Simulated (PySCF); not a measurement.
Species: C3H10SSi.
SMILES with atom numbers: `[CH3:1][CH2:2][CH2:3][S:4][SiH3:5]` (hydrogens: H6, H7, H8 on C1; H9, H10 on C2; H11, H12 on C3; H13, H14, H15 on Si5)

Geometry (PBE0-D3(BJ)/def2-SVP, Å), atoms numbered from 1 in this order:
```
atom  x, y, z in Å
C1    -1.9429    0.8323    0.3837
C2    -0.8424   -0.0392    0.9629
C3    -0.1272   -0.9039   -0.0638
S4     0.7028    0.0114   -1.4212
Si5    2.2799    0.9782   -0.3446
H6    -1.5404    1.5134   -0.3813
H7    -2.4243    1.4393    1.1646
H8    -2.7237    0.2200   -0.0957
H9    -0.1042    0.5891    1.4918
H10   -1.2582   -0.7159    1.7300
H11    0.6148   -1.5606    0.4163
H12   -0.8446   -1.5557   -0.5872
H13    1.8193    2.1279    0.4937
H14    3.2270    1.4861   -1.3780
H15    2.9615   -0.0064    0.5525
```

Computed with core-valence-separated Tamm–Dancoff BHandHLYP/aug-pcX-1 (pcseg-1 on H, def2-SVPD on S, def2-SVPD on Si) in PySCF, non-relativistic, gas phase, PBE0-D3(BJ)/def2-SVP geometry. BHandHLYP without relativity tends to put these K edges a few eV too low, so spacings mean more than positions.

The lowest roots of each edge with f over 0.003 (five at most, numbered afresh; weaker and dark ones are left out), with transition dipoles (au) in the frame of the coordinates:

| root | edge | E (eV) | f | μx | μy | μz |
| --- | --- | --- | --- | --- | --- | --- |
| 1 | C | 285.19 | 0.0544 | -0.0396 | -0.0476 | 0.0628 |
| 2 | C | 285.31 | 0.0094 | -0.0342 | 0.0130 | -0.0013 |
| 3 | C | 285.61 | 0.0165 | -0.0025 | 0.0060 | -0.0481 |
| 4 | C | 285.94 | 0.0258 | -0.0170 | -0.0425 | -0.0398 |
| 5 | C | 286.17 | 0.0104 | 0.0221 | 0.0094 | -0.0302 |

Question: Molecules are fixed in this frame and the field points along y. What effective strengths 3 f cos²θ do the roots have (θ between field and μ)?

Answer: root 1 (C3): 0.048, root 2 (C1): 0.004, root 3 (C2): 0.001, root 4 (C1): 0.038, root 5 (C1): 0.002. Root 1 is the strongest. Averaged over all orientations cos²θ is 1/3, which gives f back.

Cost: about 30 s of CPU time on one thread; the machine was shared, so the figure is rough.

One conformer stands for the species.
